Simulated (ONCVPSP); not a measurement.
## Ar: variants of one ONCV potential

Base potential:

| Quantity | Value |
| --- | --- |
| Element | Ar |
| Generator | ONCVPSP 4.0.1 |
| Type | optimised norm-conserving Vanderbilt (ONCV) |
| Functional | PBE |
| Relativity | scalar-relativistic |
| Frozen core | [Ne] |
| Valence charge | 8 |
| Reference configuration | 3s2 3p5.5 (charge +0.5) |
| Partial waves | 3s: rc 1.15 bohr, ncon 4, nbas 8, qcut 6.1 1/bohr, 1 projector; 3p: rc 1.25 bohr, ncon 4, nbas 8, qcut 6.2 1/bohr, 3 projectors, debl 0.8 Ha; d scattering state at 0.04 Ha: rc 1.15 bohr, ncon 4, nbas 7, qcut 9.6 1/bohr, local |
| Local potential | the d channel |
| Core correction | Teter function, fcfact 4.25, rcfact 1.05 |

All-electron outer shells of the reference configuration (PBE, scalar-relativistic, ld1.x):

| shell | level (eV) | outermost node (bohr) | outermost maximum (bohr) |
| --- | --- | --- | --- |
| 2s | -303.64 | 0.12 | 0.34 |
| 2p | -236.55 | – | 0.28 |
| 3s | -30.29 | 0.52 | 1.17 |
| 3p | -15.99 | 0.49 | 1.28 |

Cutoffs, loose and tight: the cutoffs (Ha) at which the residual kinetic energy of the hardest occupied pseudo-wave falls to 1 and 0.1 mHa per electron. They do not see the model core or the augmentation charge, which bear on the density cutoff. Test errors are all-electron minus pseudo excitation energies from the reference, over the configurations 3s2 3p6; 3s2 3p5; 3s2 3p4; 3s2 3p2. A dash means not determined; rows that change the core or the reference have their own tests. The largest error is taken over the tests solved by every variant that gives reliable tests at all: 3s2 3p4; 3s2 3p5; 3s2 3p6.

A true bound ghost makes a file unfit for plane-wave use even where its test errors are small: the radial tests pick states by their node count and pass the ghost by.

```csv
change,outcome,"cutoff, loose","cutoff, tight",bound ghosts,GHOST(+) flags above zero,largest test error (meV)
base,generated,19 Ha,61 Ha,p,"s, p",+14
d: qcut 6.1,generated,19 Ha,61 Ha,"s, p",p,+3.1
d: qcut 7.3,generated,19 Ha,61 Ha,"s, p",p,-9.3
d: qcut 9.3,generated,19 Ha,61 Ha,p,"s, p",+14
d: qcut 10.3,generated,19 Ha,61 Ha,p,"s, p",+16
d: qcut 11.6,generated,19 Ha,61 Ha,"p, s",p,+25
d: qcut 12.7,generated,19 Ha,61 Ha,"p, s",p,+96
d: qcut 14.4,generated,19 Ha,61 Ha,"s, p",p,-10
```

(1) What comes out with this change to the base: d: qcut 8.2?

Results:

(1) outcome: generated; cutoff, loose: 19 Ha; cutoff, tight: 61 Ha; bound ghosts: p, s; GHOST(+) flags above zero: p; largest test error (meV): +19.

Reading the sweep of the qcut of the d channel (base included, trends over the rows without a ghost): Bound ghosts are found at 6.1, 7.3, 8.2, 9.3, 9.6, 10.3, 11.6, 12.7, 14.4 1/bohr. Every judged row has one, so this setting neither creates nor removes them.
